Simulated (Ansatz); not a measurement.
Al₂B₂, relaxed as a singlet with RKS PBE0-D4/def2-TZVP in Ansatz, starting from the GFN2-xTB geometry. Force threshold 0.02 eV/Å.

The restricted singlet is unstable towards broken spin symmetry in Hartree–Fock (as tested in another run); at PBE0-D4/def2-TZVP this wasn't settled. Another isomer (triplet) lies 1.61 eV lower at PBE0-D4/def2-TZVP; other spin states weren't run for this one.

Start:

| atom | x (Å) | y (Å) | z (Å) |
| --- | --- | --- | --- |
| B1 | 0.139 | 1.796 | -0.121 |
| B2 | 0.676 | 1.093 | -1.267 |
| Al3 | -0.735 | -2.605 | 1.252 |
| Al4 | -0.080 | -0.284 | 0.136 |

**Question.** Estimate the energy that the relaxation releases and the steps that it takes.

**Answer.** 0.15 eV, in 4 steps; 6.5 s on 2 threads of Arm Neoverse V2 on a shared host. No frequencies were taken in this run, so the end may be a saddle point.

**Question.** Does the start keep its bonding and symmetry?

**Answer.** By distances, no bond broke or formed. The bond that changes most is Al3–Al4, from 2.66 to 2.80 Å (atoms count from 1). Point group C2v at the start, C2v at the end, both within 0.05 Å.

**Question.** Predict the relaxed structure.

**Answer.** 
```xyz
4

B     0.127    1.810   -0.096
B     0.688    1.077   -1.292
Al   -0.752   -2.665    1.281
Al   -0.063   -0.222    0.107
```
Bond lengths (bridged metal pairs left out): 2 × Al–B 2.05 Å; 1 × B–B 1.51 Å; 1 × Al–Al 2.80 Å.
